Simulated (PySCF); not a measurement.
B(F)(Me)(SH) (CH4BFS), SMILES CB(F)S. Atoms are numbered in the order given.

```xyz
8

B     -0.1230    -0.4078     0.0000
F     -1.3994    -0.8013     0.0000
C      1.0037    -1.4964     0.0000
H      0.8783    -2.1487    -0.8824
H      2.0298    -1.1038     0.0000
H      0.8783    -2.1487     0.8824
S      0.1206     1.3920     0.0000
H      1.4712     1.3580     0.0000
```
Charge 0, spin multiplicity 1.

Geometry: B3LYP-D3(BJ)/def2-SVP. One conformer was computed; it need not be the lowest.

All values below come from B3LYP-D3(BJ)/def2-SVP run with PySCF.

Frequencies are harmonic and unscaled.

**Question.** Estimate the vibrational spectrum. (An estimate is asked for; the answer gives what the named calculation found.)

**Answer.** 
| mode | ν (cm⁻¹) | IR (km/mol) | moving atoms (share of kinetic energy) |
|---|---|---|---|
| 1 | 74 | 0.6 | H 96 % |
| 2 | 288 | 0.4 | H 26 %, C 26 %, F 20 %, S 17 %, B 11 % |
| 3 | 357 | 3.5 | F 49 %, S 28 %, C 10 %, H 10 % |
| 4 | 366 | 12.2 | H 83 %, B 11 % |
| 5 | 464 | 0.1 | H 46 %, B 45 %, F 9 % |
| 6 | 597 | 10.9 | C 29 %, S 27 %, H 19 %, F 15 %, B 10 % |
| 7 | 818 | 11.2 | H 87 % |
| 8 | 857 | 19.1 | H 53 %, B 27 %, C 19 % |
| 9 | 877 | 10.0 | H 62 %, C 20 %, F 16 % |
| 10 | 1109 | 250.8 | B 69 %, H 19 % |
| 11 | 1289 | 133.4 | H 47 %, B 32 %, F 12 %, C 9 % |
| 12 | 1367 | 168.4 | B 42 %, H 29 %, C 20 %, F 10 % |
| 13 | 1434 | 3.4 | H 96 % |
| 14 | 1436 | 3.0 | H 94 % |
| 15 | 2690 | 1.8 | H 97 % |
| 16 | 3025 | 0.6 | H 97 % |
| 17 | 3092 | 4.0 | H 91 %, C 9 % |
| 18 | 3139 | 9.7 | H 91 %, C 9 % |
